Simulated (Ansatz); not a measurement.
Results of the Gaussian-basis code of Ansatz.

Basis-set series for `COB(F)Cl`. Charge 0, multiplicity 1. The geometry is a stationary point of PBE0-D4/def2-TZVP. It is one conformer, not always the lowest.

```json
{"functional": "PBE0-D4", "basis": "def2-SVP", "functions": "89", "energy (Eh)": "-699.44889", "HOMO (eV)": "-9.17", "LUMO (eV)": "0.90"}
{"functional": "PBE0-D4", "basis": "def2-TZVPP", "functions": "208", "energy (Eh)": "-699.88683", "HOMO (eV)": "-9.30", "LUMO (eV)": "0.57"}
{"functional": "ωB97M-V", "basis": "def2-SVP", "functions": "89", "energy (Eh)": "-699.75256", "HOMO (eV)": "-11.45", "LUMO (eV)": "3.07"}
{"functional": "ωB97M-V", "basis": "def2-TZVPP", "functions": "208", "energy (Eh)": "-700.19555", "HOMO (eV)": "-11.63", "LUMO (eV)": "2.20"}
```

Problem. Give the rows for def2-QZVPP. (An estimate is asked.)

Solution. The calculation gave: 
| functional | basis | functions | energy (Eh) | HOMO (eV) | LUMO (eV) |
| --- | --- | --- | --- | --- | --- |
| PBE0-D4 | def2-QZVPP | 388 | -699.91341 | -9.33 | 0.47 |
| ωB97M-V | def2-QZVPP | 388 | -700.22083 | -11.66 | 1.68 |

Positive LUMOs are unbound and depend on the basis.
